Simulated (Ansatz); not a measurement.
Input for Ansatz (development build ahead of 0.2.0):

```yaml
crystal:
  periodic: [false, false, false]
  atoms:
    - { symbol: Be, position_ang: [0.13325, -0.04198, -2.34311] }
    - { symbol: Be, position_ang: [-0.08324, 0.17947, 0.02935] }
    - { symbol: Be, position_ang: [-0.12261, 0.08185, 2.33515] }
basis:
  gaussian: { orbitals: "6-31G" }
hamiltonian:
  xc: hf
output:
  forces: true
```

The input is written out in the form of the current development build from the run's settings.

The run gave:

```json
{
 "Converged": "yes",
 "Total energy": "-43.67842 hartree"
}
```

Forces (eV/Å):
| atom | Fx | Fy | Fz |
| --- | --- | --- | --- |
| Be1 | 0.047 | -0.051 | -0.481 |
| Be2 | -0.038 | 0.088 | -0.261 |
| Be3 | -0.009 | -0.038 | 0.742 |
